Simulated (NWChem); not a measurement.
System: diethyl sulfide (C4H10S); SMILES C(C)SCC

Excerpt of the output:

```
             Northwest Computational Chemistry Package (NWChem) 7.3.0
             --------------------------------------------------------

                             Geometry "geometry" -> ""
                             -------------------------

 Output coordinates in angstroms (scale by  1.889725989 to convert to a.u.)

  No.       Tag          Charge          X              Y              Z
 ---- ---------------- ---------- -------------- -------------- --------------
    1 C                    6.0000    -0.29974300     2.54987800    -0.09037200
    2 C                    6.0000    -0.59796200     1.10719600     0.27590900
    3 S                   16.0000     0.84984400     0.06959300    -0.08516300
    4 C                    6.0000     0.27479200    -1.54585000     0.50955300
    5 C                    6.0000    -0.76821600    -2.21954800    -0.36433900
    6 H                    1.0000     0.55715000     2.93641600     0.48219700
    7 H                    1.0000    -1.16936200     3.19027600     0.12237800
    8 H                    1.0000    -0.06138300     2.64680200    -1.16068900
    9 H                    1.0000    -0.83686700     1.01969600     1.34927400
   10 H                    1.0000    -1.46888800     0.74116200    -0.29125400
   11 H                    1.0000    -0.08224200    -1.43111400     1.54697600
   12 H                    1.0000     1.19022600    -2.15643500     0.56086100
   13 H                    1.0000    -0.39692700    -2.34271000    -1.39254100
   14 H                    1.0000    -1.69989300    -1.63524500    -0.41173500
   15 H                    1.0000    -1.02436200    -3.21530200     0.03291600

 Effective nuclear repulsion energy (a.u.)     235.5469879642

                                 NWChem DFT Module
                                 -----------------

 Summary of "ao basis" -> "ao basis" (spherical)
 ------------------------------------------------------------------------------
       Tag                 Description            Shells   Functions and Types
 ---------------- ------------------------------  ------  ---------------------
 C                          def2-svp                 6       14   3s2p1d
 S                          def2-svp                 8       18   4s3p1d
 H                          def2-svp                 3        5   2s1p

 in cosmo_initialize ...

 solvent parameters
 solvname_short: unkn
 solvname_long:  unknown
 dielec:        3.9000

[...]

                                   COSMO solvation results
                                   -----------------------

                 gas phase energy =      -556.284993172927
                 sol phase energy =      -556.288515701102
 (electrostatic) solvation energy =         0.003522528176 (    2.21 kcal/mol)

                       DFT Final Molecular Orbital Analysis
                       ------------------------------------

 Vector   23  Occ=2.000000D+00  E=-3.835605D-01
              MO Center= -6.1D-02, -2.7D-01,  1.2D-01, r^2= 5.3D+00
   Bfn.  Coefficient  Atom+Function         Bfn.  Coefficient  Atom+Function
  ----- ------------  ---------------      ----- ------------  ---------------
    51      0.277017   4 C  py               37     -0.251446   3 S  py
    40     -0.244602   3 S  py              105     -0.213354  12 H  s
    19      0.185275   2 C  py               80     -0.182040   7 H  s
     5     -0.178289   1 C  py               65     -0.175559   5 C  py
   120      0.168003  15 H  s               115     -0.148702  14 H  s

 Vector   24  Occ=2.000000D+00  E=-3.559851D-01
              MO Center=  5.1D-01, -6.1D-02,  1.7D-02, r^2= 3.2D+00
   Bfn.  Coefficient  Atom+Function         Bfn.  Coefficient  Atom+Function
  ----- ------------  ---------------      ----- ------------  ---------------
    39      0.357528   3 S  px               36      0.307338   3 S  px
    32      0.299570   3 S  s                18     -0.225112   2 C  px
    33      0.172330   3 S  px               41     -0.171420   3 S  pz
    50     -0.155235   4 C  px               31      0.146837   3 S  s
    38     -0.142672   3 S  pz              100      0.140846  11 H  s

 Vector   25  Occ=2.000000D+00  E=-2.745867D-01
              MO Center=  6.4D-01,  3.4D-03, -1.9D-02, r^2= 2.2D+00
   Bfn.  Coefficient  Atom+Function         Bfn.  Coefficient  Atom+Function
  ----- ------------  ---------------      ----- ------------  ---------------
    41      0.597567   3 S  pz               38      0.393413   3 S  pz
    39      0.246097   3 S  px               35      0.222234   3 S  pz
    36      0.158329   3 S  px               63      0.155263   5 C  s
    40      0.143590   3 S  py               95      0.129168  10 H  s
    90     -0.121105   9 H  s               100     -0.100093  11 H  s

 Vector   26  Occ=0.000000D+00  E= 8.288154D-02
              MO Center=  1.6D-01,  6.9D-01,  5.2D-02, r^2= 6.3D+00
   Bfn.  Coefficient  Atom+Function         Bfn.  Coefficient  Atom+Function
  ----- ------------  ---------------      ----- ------------  ---------------
    17      1.265542   2 C  s                 3      1.094486   1 C  s
    49     -1.089745   4 C  s                40     -0.794514   3 S  py
    81     -0.630221   7 H  s                86     -0.556208   8 H  s
    91     -0.528464   9 H  s                76     -0.513064   6 H  s
    96     -0.505393  10 H  s               106      0.447173  12 H  s

 Vector   27  Occ=0.000000D+00  E= 9.743542D-02
              MO Center= -7.6D-01, -1.1D+00,  3.7D-01, r^2= 7.2D+00
   Bfn.  Coefficient  Atom+Function         Bfn.  Coefficient  Atom+Function
  ----- ------------  ---------------      ----- ------------  ---------------
    49      1.360996   4 C  s                63      1.352698   5 C  s
    17      1.236951   2 C  s               101     -0.879184  11 H  s
    96     -0.761194  10 H  s               116     -0.728199  14 H  s
   121     -0.701792  15 H  s                91     -0.649580   9 H  s
   106     -0.641061  12 H  s               111     -0.603117  13 H  s

[...]
```

Level: M06-2X/def2-SVP, COSMO on the gas-phase geometry. The geometry was optimised at PBE0/def2-SVP. COSMO prints the solvation energy as gas minus solution, so a positive value is a stabilisation.

### Question
Reconstruct the input file.

### Answer
One answer among several that fit: the input that was run:
```
start job
memory heap 200 mb stack 900 mb global 1100 mb
geometry units angstroms noautosym nocenter noautoz
  C     -0.299743     2.549878    -0.090372
  C     -0.597962     1.107196     0.275909
  S      0.849844     0.069593    -0.085163
  C      0.274792    -1.545850     0.509553
  C     -0.768216    -2.219548    -0.364339
  H      0.557150     2.936416     0.482197
  H     -1.169362     3.190276     0.122378
  H     -0.061383     2.646802    -1.160689
  H     -0.836867     1.019696     1.349274
  H     -1.468888     0.741162    -0.291254
  H     -0.082242    -1.431114     1.546976
  H      1.190226    -2.156435     0.560861
  H     -0.396927    -2.342710    -1.392541
  H     -1.699893    -1.635245    -0.411735
  H     -1.024362    -3.215302     0.032916
end
basis spherical
  * library def2-svp
end
dft
  xc m06-2x
  iterations 150
end
cosmo
  dielec 3.9
end
task dft energy
```
